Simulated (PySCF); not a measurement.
Species: C2H9AsSi.
Bonds: C1–C2, C2–Si3, Si3–As4. Hydrogens: H5, H6, H7 on C1; H8, H9 on C2; H10, H11 on Si3; H12, H13 on As4.

The calculation used PySCF, PBE0-D3(BJ)/def2-SVP geometry optimisation, gas phase.

(1) What internal coordinates does the optimisation give?

## Answers

(1) 
```tsv
bond	length (bohr)	order
C1–C2	2.882	single
C2–Si3	3.569	single
Si3–As4	4.491	single
C1–H5, C1–H6, C1–H7	2.082	single
C2–H8, C2–H9	2.087	single
Si3–H10, Si3–H11	2.830	single
As4–H12, As4–H13	2.884	single
```

Bonds in one row agree within 0.02 bohr and their mean is given. Orders are formal, as drawn. A selection of angles:
```tsv
angle	degrees
C2–C1–H5	111.6
H5–C1–H6	107.3
C1–C2–Si3	114.3
C1–C2–H8	110.7
Si3–C2–H8	107.8
H8–C2–H9	105.7
C2–Si3–As4	109.1
C2–Si3–H10	110.0
C2–Si3–H11	110.5
As4–Si3–H10	106.5
As4–Si3–H11	112.4
H10–Si3–H11	108.2
Si3–As4–H12	92.4
H12–As4–H13	92.3
```

Dihedral angles: C1–C2–Si3–As4 57° (synclinal). The mirror-image conformer, all signs reversed, is as good.

As4 (arsenic bonded to Si and 2 H) is pyramidal (angles 92.4°, 92.3° and 92.2°, sum 276.9°, 0.94 Å off the plane of its three neighbours). Si3 (SiH2 silicon) is tetrahedral (angles from 106.5° to 112.4°).

Point group: C1 (no symmetry element, even within 0.4 Å). Stationary, but not proved a minimum. The numbers are those of one conformer (C1–C2–Si3–As4 57°, C2–Si3–As4–H 168° and 76°).
